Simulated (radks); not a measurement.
Correlation energies from several functionals, in hartree. Species: Pb4+ [Xe] 4f14 5d10; Tb4+ [Xe] 4f7; Xe [Xe]. Method: non-relativistic Kohn-Sham, exchange-only LDA, spin-polarised, spherical densities, point nucleus; computed with a radial shooting solver on a logarithmic mesh with Libxc functionals. Every spin shell is full or empty, so the densities are truly spherical. Functionals are evaluated on that one density, not self-consistently.

| functional | Pb4+ | Tb4+ | Xe |
|---|---|---|---|
| PW92 | -8.3660 | -6.2264 | -5.1757 |
| VWN5 | -8.4002 | -6.2530 | -5.1976 |
| PZ | -8.3732 | -6.2191 | -5.1763 |
| Wigner | -4.2568 | -3.2327 | -2.8807 |
| Chachiyo | -8.2778 | -6.1445 | -5.1083 |
| PBEsol | -5.5033 | -3.9898 | -3.2925 |
| LYP | -4.3240 | -3.2435 | -2.7448 |
| P86 | -5.5227 | -4.0005 | -3.3047 |
| AM05 | -7.8933 | -5.8377 | -4.8259 |
| OP (B88) | -4.2613 | -3.1729 | -2.6648 |
| TPSS | -4.9217 | -3.5445 | -2.9149 |
| revTPSS | -4.9585 | -3.5775 | -2.9506 |
| r2SCAN | -4.9431 | -3.5859 | -2.9246 |
| B95 | -6.1360 | -4.4064 | -3.5510 |
| Tao-Mo | -4.8168 | -3.4492 | -2.8146 |
